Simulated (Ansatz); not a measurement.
**How methods differ on InH2 (SMILES [InH2])**

InH2: 3 atoms, total charge 0, spin state doublet. As SMILES, `[InH2]`. The coordinates come from a PBE0-D4/def2-TZVP relaxation.

```xyz
3

In    0.3846   -0.4254    0.1498
H     0.6913    1.2654    0.5216
H    -1.0869   -0.9048   -0.6847
```

Each level gives the energy change with the In1–H3 bond stretched from 1.758 to 2.637 Å (eV). The values are calculated.

| level | kind | program | value (eV) | less FCI/STO-3G | CPU time (all runs) |
| --- | --- | --- | --- | --- | --- |
| UHF/STO-3G | Hartree–Fock | Ansatz | 2.62 | +0.16 | 1.3 s |
| USVWN5/STO-3G | LDA | Ansatz | 2.85 | +0.39 | 2.4 s |
| UPBE/STO-3G | GGA | Ansatz | 2.67 | +0.21 | 3.8 s |
| U-r2SCAN0/STO-3G | hybrid meta-GGA | Ansatz | 2.82 | +0.36 | 11 s |
| UCAM-B3LYP/STO-3G | range-separated hybrid | Ansatz | 2.90 | +0.44 | 4.6 s |
| UHSE06/STO-3G | range-separated hybrid | Ansatz | 2.79 | +0.33 | 5 s |
| UB2PLYP/STO-3G | double hybrid | Ansatz | 2.76 | +0.30 | 3.7 s |
| UMP2/STO-3G | perturbation theory | Ansatz | 2.75 | +0.29 | 1.1 s |
| UCCSDT(Q)/STO-3G | coupled cluster or CI | Ansatz | 2.46 | 0.00 | 5.5 s |
| FCI/STO-3G | exact in the basis | Ansatz | 2.46 | 0.00 | 1.9 s |

FCI/STO-3G is exact within its basis and frozen core, so for wave-function methods in that basis the difference is their error; functionals converge differently with the basis, so for them it is only a difference. All-electron rows without a relativistic Hamiltonian named are non-relativistic. The first shape isn't each level's own minimum. The values span 2.46 to 2.90 eV. Spin contamination of the reference (⟨S²⟩ at least 0.1 too high) touches UHF/STO-3G, U-r2SCAN0/STO-3G, UCAM-B3LYP/STO-3G, UB2PLYP/STO-3G, UMP2/STO-3G, UCCSDT(Q)/STO-3G. All rows use very small basis sets, so even the best lies far from the true value. In the correlated wave-function rows the outer d shell of In is correlated, in sets not made for it. Times are those of the runs behind each value, whatever else they computed, on shared processors of several kinds: orders of magnitude only.
